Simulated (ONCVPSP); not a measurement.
LDA (Perdew-Wang 92) ONCV dataset for ruthenium, scalar-relativistic all-electron reference.

| Quantity | Value |
| --- | --- |
| Element | ruthenium (Ru) |
| Generator | ONCVPSP 4.0.1 |
| Type | optimised norm-conserving Vanderbilt (ONCV) |
| Functional | LDA (Perdew-Wang 92) |
| Relativity | scalar-relativistic |
| Frozen core | [Ar] 3d10 4s2 |
| Valence charge | 14 |
| Reference configuration | 4p6 4d6 5s2 |
| Partial waves | 5s: rc 2.10 bohr, ncon 3, nbas 7, qcut 3.5 1/bohr, 2 projectors, debl 0.5 Ha; 4p: rc 1.90 bohr, ncon 4, nbas 9, qcut 6.2 1/bohr, 2 projectors, debl 3.4 Ha; 4d: rc 2.30 bohr, ncon 4, nbas 8, qcut 7.8 1/bohr, 2 projectors, debl 3 Ha |
| Local potential | polynomial inside 1.20 bohr (lpopt 5, dvloc0 0 Ha) |
| Core correction | none |

All-electron outer shells of the reference configuration (LDA (PZ), scalar-relativistic, ld1.x):

| shell | level (eV) | outermost node (bohr) | outermost maximum (bohr) |
| --- | --- | --- | --- |
| 4s | -79.70 | 0.48 | 0.91 |
| 4p | -49.65 | 0.49 | 0.98 |
| 4d | -7.82 | 0.48 | 1.20 |
| 5s | -5.43 | 1.23 | 2.63 |

Results:

```
Cutoffs needed      : 19 Ha and 22 Ha (the cutoffs (Ha) at which the residual kinetic energy of the hardest occupied pseudo-wave falls to 1 and 0.1 mHa per electron)
Ghost test          : ghosts flagged at negative energy: s at -72.2 eV; GHOST(+) flagged for s at 134.9 eV; a true bound ghost makes a file unfit for plane-wave use
Configuration tests : 1 of 4 tests not solved or not reliable
```

Generation and tests took about 4.4 s on one core of a shared server CPU.
